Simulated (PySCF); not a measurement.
# Structure from NMR data

The spectra below were simulated for a compound C6H11NOSi.

1H NMR (400 MHz, computed): δ 6.30 (m, 1H), 5.66 (m, 1H), 5.03 (s, 2H), 4.59 (d, 2H), 2.22 (m, 2H), 1.12 (t, 3H).

13C{1H} NMR (computed): δ 139.6 (CH), 131.9 (CH), 124.4 (C), 67.7 (CH2), 32.1 (CH2), 17.5 (CH3).

[PySCF: shielding tensors at PBE0/pcSseg-1 (GIAO); GFN2-xTB structure; one averaged value for each set of equivalent atoms; no relativistic terms; one computed conformer; no solvent model]

Shifts are taken against calculated references (same method and geometry level): TMS for 1H and 13C.

**Question.** Propose a structure and justify it.

**Answer.** 
The formula gives 3 degrees of unsaturation (no ring in the answer). 6 carbon signals for 6 carbons: no two carbons are equivalent. Carbon types of the structure: 1 × C, 2 × CH, 2 × CH2, 1 × CH3, leaving 2 H on heteroatoms. δC 139.6, 131.9: alkene CH; as expected for a trigonal carbon in a double bond. δC 124.4: nitrile carbon; C≡N carbons fall here, among the sp2 signals but without a proton. δC 67.7: allylic sp3 CH2 bonded to O; pulled downfield by the heteroatom. δC 32.1: allylic sp3 CH2; aliphatic region, no heteroatom directly attached. δH 6.30, 5.66: hydrogen on an alkene CH; a vinylic proton, deshielded by the sp2 carbon and the C=C anisotropy. δH 4.59: hydrogen on an allylic sp3 CH2 bonded to O; its carbon carries O, an electronegative neighbour. δH 2.22: hydrogen on an allylic sp3 CH2; allylic position.

Structure: `InChI=1S/C6H11NOSi/c1-2-3-4-5-8-9-6-7/h3-4H,2,5,9H2,1H3/b4-3+`.

This is the structure that produced the data.

Shifts are as computed. Against solution values, carbons near 30 ppm lie about +3 ppm off and those near 130 ppm about +5 ppm. Of 1211 compounds with measured shifts, 218 miss one by over three times the rms of a fit or turn the order of signals round; such compounds aren't used in these exercises. Multiplicities follow the n + 1 count of equivalent neighbours, as no J values were calculated; m marks all less simple cases, F and P coupling included.
